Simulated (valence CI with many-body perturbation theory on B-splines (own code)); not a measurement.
## Dy LII: electric-dipole lines

Computed by configuration interaction combined with many-body perturbation theory (CI+MBPT): five valence electrons over a frozen Dirac-Fock core [Ne], a basis of 11 s, 11 p, 10 d, 8 f, 5 g, 2 h functions for each j, with the one-electron correlation potential Σ1 (screened to all orders), the two-electron term Σ2, the three-electron term Σ3, Breit, model QED; selected single and double excitations, second order for the rest, scaled by the run's own slope (own B-spline code, finite nucleus).

No measured spectrum was set against this ion. As an estimate, large intervals hold to a few tenths of a per cent, small ones and those within an open d or f shell to about a per cent. Among the levels kept, up to 3200 cm⁻¹ of a level comes from second order outside the variational space, and about a tenth of that is noise between levels of different J, which matters for small intervals.

Lines 101 to 150 of 572 in falling wavelength, among levels below 941.28 eV, chosen from the strongest by gf and those to the six lowest levels. Wavelengths and rates use the calculated energies. Electric multipoles are in the length gauge with retardation, E1 and E2 with the static RPA response of the core. Weak lines are less certain than strong ones. Lines between different terms over intervals too small for the method are left out, as are lines whose strength nearly cancels. The highest levels of a list are the least certain.

Levels are named by their leading jj configuration (3d3/2^4 stands for four electrons in 3d with j = 3/2), which in mixed levels can hold well under half, so a name can repeat and another be missing. Letters in brackets count levels of one name in rising energy.

```tsv
λ vac (nm)	Upper	Lower	A (s⁻¹)	S (a.u.) with core polarisation	S without
5.679	(3s^2 3p3/2 3d5/2^2) J=5/2	(3s^2 3p3/2^2 3d5/2) J=3/2	1.80e+10	9.77e-03	9.91e-03
5.589	(3s^2 3p1/2 3p3/2 3d3/2) J=5/2 [b]	(3s^2 3p1/2 3p3/2^2) J=5/2	2.09e+09	1.08e-03	1.10e-03
5.485	(3s^2 3p3/2 3d3/2 3d5/2) J=5/2 [d]	(3s^2 3p3/2^2 3d5/2) J=3/2	2.39e+10	1.17e-02	1.18e-02
5.416	(3s 3p1/2^2 3d3/2 3d5/2) J=9/2	(3s 3p1/2^2 3p3/2 3d5/2) J=9/2	2.38e+10	1.87e-02	1.89e-02
5.407	(3s^2 3p1/2 3p3/2 3d5/2) J=3/2 [a]	(3s^2 3p1/2 3p3/2^2) J=1/2	8.16e+08	2.55e-04	2.58e-04
5.399	(3s^2 3p1/2 3p3/2 3d3/2) J=3/2 [b]	(3s^2 3p1/2 3p3/2^2) J=5/2	6.81e+08	2.12e-04	2.17e-04
5.338	(3s^2 3p1/2 3p3/2 3d3/2) J=5/2 [b]	(3s^2 3p1/2 3p3/2^2) J=3/2	1.59e+09	7.18e-04	7.29e-04
5.308	(3s^2 3p1/2 3p3/2 3d5/2) J=7/2 [a]	(3s^2 3p1/2 3p3/2^2) J=5/2	6.09e+08	3.59e-04	3.64e-04
5.270	(3s 3p1/2^2 3d5/2^2) J=5/2	(3s 3p1/2^2 3p3/2 3d5/2) J=3/2 [b]	2.93e+10	1.27e-02	1.29e-02
5.219	(3s^2 3p3/2 3d5/2^2) J=7/2	(3s^2 3p3/2^2 3d5/2) J=5/2 [a]	3.38e+10	1.90e-02	1.92e-02
5.210	(3s 3p1/2^2 3p3/2 3d5/2) J=3/2 [a]	(3s 3p1/2^2 3p3/2^2) J=3/2	3.00e+10	8.37e-03	8.49e-03
5.207	(3s 3p1/2^2 3d5/2^2) J=9/2	(3s 3p1/2^2 3p3/2 3d5/2) J=7/2 [b]	3.25e+10	2.26e-02	2.29e-02
5.163	(3s^2 3p1/2 3p3/2 3d3/2) J=1/2 [b]	(3s^2 3p1/2 3p3/2^2) J=3/2	5.15e+09	7.00e-04	7.10e-04
5.157	(3s^2 3p1/2 3d5/2^2) J=3/2	(3s^2 3p1/2 3p3/2 3d5/2) J=1/2	6.77e+10	1.83e-02	1.86e-02
5.139	(3s 3p1/2^2 3d5/2^2) J=7/2	(3s 3p1/2^2 3p3/2 3d5/2) J=5/2 [b]	1.55e+11	8.30e-02	8.42e-02
5.128	(3s^2 3p1/2 3d5/2^2) J=7/2	(3s^2 3p1/2 3p3/2 3d5/2) J=5/2 [b]	1.84e+11	9.81e-02	9.95e-02
5.113	(3s^2 3p1/2 3p3/2 3d5/2) J=3/2 [a]	(3s^2 3p1/2 3p3/2^2) J=5/2	9.45e+09	2.49e-03	2.53e-03
5.093	(3s^2 3p1/2 3d5/2^2) J=9/2	(3s^2 3p1/2 3p3/2 3d5/2) J=7/2 [b]	1.61e+11	1.05e-01	1.06e-01
5.090	(3s^2 3p1/2 3d5/2^2) J=5/2	(3s^2 3p1/2 3p3/2 3d5/2) J=3/2 [b]	6.10e+10	2.38e-02	2.41e-02
5.084	(3s 3p1/2^2 3d3/2 3d5/2) J=3/2 [b]	(3s 3p1/2^2 3p3/2 3d3/2) J=1/2 [b]	3.08e+10	7.98e-03	8.10e-03
5.052	(3s 3p1/2^2 3d5/2^2) J=3/2	(3s 3p1/2^2 3p3/2 3d5/2) J=3/2 [b]	5.40e+10	1.37e-02	1.39e-02
5.037	(3s^2 3p3/2 3d3/2 3d5/2) J=7/2 [a]	(3s^2 3p3/2^2 3d3/2) J=7/2	1.85e+10	9.32e-03	9.45e-03
5.037	(3s^2 3p1/2 3p3/2 3d5/2) J=5/2 [a]	(3s^2 3p1/2 3p3/2^2) J=5/2	4.78e+10	1.81e-02	1.84e-02
5.030	(3s 3p1/2 3p3/2^2 3d5/2) J=3/2 [a]	(3s 3p1/2 3p3/2^3) J=5/2	3.65e+10	9.17e-03	9.30e-03
5.023	(3s 3p1/2^2 3d5/2^2) J=3/2	(3s 3p1/2^2 3p3/2 3d5/2) J=5/2 [b]	3.17e+10	7.93e-03	8.04e-03
5.004	(3s 3p1/2 3p3/2^2 3d5/2) J=7/2 [b]	(3s 3p1/2 3p3/2^3) J=5/2	1.63e+10	8.04e-03	8.15e-03
4.995	(3s^2 3p1/2 3d3/2 3d5/2) J=7/2 [a]	(3s^2 3p1/2 3p3/2 3d3/2) J=7/2	2.72e+10	1.34e-02	1.36e-02
4.983	(3s 3p1/2^2 3d3/2 3d5/2) J=7/2 [b]	(3s 3p1/2^2 3p3/2 3d3/2) J=5/2 [b]	9.93e+10	4.85e-02	4.92e-02
4.964	(3s^2 3p3/2 3d3/2 3d5/2) J=5/2 [a]	(3s^2 3p3/2^2 3d3/2) J=3/2 [a]	3.25e+10	1.18e-02	1.19e-02
4.963	(3s^2 3p3/2 3d3/2 3d5/2) J=3/2 [a]	(3s^2 3p3/2^2 3d3/2) J=3/2 [a]	3.26e+10	7.88e-03	7.99e-03
4.956	(3s 3p1/2^2 3d3/2 3d5/2) J=1/2	(3s 3p1/2^2 3p3/2 3d3/2) J=1/2 [b]	9.47e+10	1.14e-02	1.15e-02
4.950	(3s^2 3p3/2 3d3/2 3d5/2) J=5/2 [b]	(3s^2 3p3/2^2 3d3/2) J=3/2 [a]	2.01e+10	7.23e-03	7.33e-03
4.940	(3s^2 3p1/2 3d5/2^2) J=5/2	(3s^2 3p1/2 3p3/2 3d5/2) J=7/2 [b]	3.81e+10	1.36e-02	1.38e-02
4.924	(3s 3p1/2^2 3d5/2^2) J=3/2	(3s 3p1/2^2 3p3/2 3d5/2) J=1/2	7.55e+10	1.78e-02	1.81e-02
4.905	(3s^2 3p1/2 3d3/2 3d5/2) J=5/2 [b]	(3s^2 3p1/2 3p3/2 3d3/2) J=3/2 [b]	1.02e+11	3.55e-02	3.60e-02
4.902	(3s^2 3p1/2 3p3/2 3d5/2) J=3/2 [a]	(3s^2 3p1/2 3p3/2^2) J=3/2	7.37e+10	1.71e-02	1.74e-02
4.902	(3s 3p1/2^2 3d5/2^2) J=9/2	(3s 3p1/2^2 3p3/2 3d5/2) J=7/2 [a]	1.33e+11	7.71e-02	7.82e-02
4.902	(3s 3p1/2^2 3d5/2^2) J=7/2	(3s 3p1/2^2 3p3/2 3d5/2) J=7/2 [b]	5.48e+10	2.55e-02	2.58e-02
4.897	(3s^2 3p3/2 3d3/2 3d5/2) J=7/2 [b]	(3s^2 3p3/2^2 3d3/2) J=7/2	6.89e+10	3.19e-02	3.24e-02
4.869	(3s 3p1/2^2 3d3/2 3d5/2) J=5/2 [b]	(3s 3p1/2^2 3p3/2 3d3/2) J=3/2 [b]	6.66e+10	2.28e-02	2.31e-02
4.852	(3s 3p1/2^2 3p3/2 3d5/2) J=5/2 [a]	(3s 3p1/2^2 3p3/2^2) J=5/2	8.84e+10	2.99e-02	3.03e-02
4.851	(3s^2 3p1/2^2 3d5/2) J=5/2	(3s^2 3p1/2^2 3p3/2) J=3/2	1.20e+11	4.04e-02	4.10e-02
4.843	(3s^2 3p3/2 3d3/2 3d5/2) J=5/2 [c]	(3s^2 3p3/2^2 3d3/2) J=3/2 [b]	3.05e+10	1.02e-02	1.04e-02
4.832	(3s^2 3p1/2 3p3/2 3d5/2) J=5/2 [a]	(3s^2 3p1/2 3p3/2^2) J=3/2	2.39e+10	7.99e-03	8.10e-03
4.826	(3s^2 3p3/2 3d5/2^2) J=11/2	(3s^2 3p3/2^2 3d5/2) J=9/2	1.57e+11	1.04e-01	1.06e-01
4.805	(3s^2 3p3/2 3d5/2^2) J=5/2	(3s^2 3p3/2^2 3d5/2) J=7/2	4.81e+10	1.58e-02	1.60e-02
4.802	(3s 3p1/2^2 3p3/2 3d5/2) J=1/2	(3s 3p1/2^2 3p3/2^2) J=1/2	1.78e+11	1.94e-02	1.97e-02
4.800	(3s 3p1/2 3p3/2^2 3d5/2) J=1/2 [c]	(3s 3p1/2 3p3/2^3) J=3/2 [b]	7.20e+10	7.86e-03	7.98e-03
4.791	(3s 3p1/2 3p3/2^2 3d5/2) J=3/2 [b]	(3s 3p1/2 3p3/2^3) J=5/2	6.74e+10	1.46e-02	1.49e-02
4.791	(3s^2 3p1/2 3d3/2 3d5/2) J=7/2 [a]	(3s^2 3p1/2 3p3/2 3d3/2) J=5/2 [a]	1.16e+11	5.02e-02	5.09e-02
```
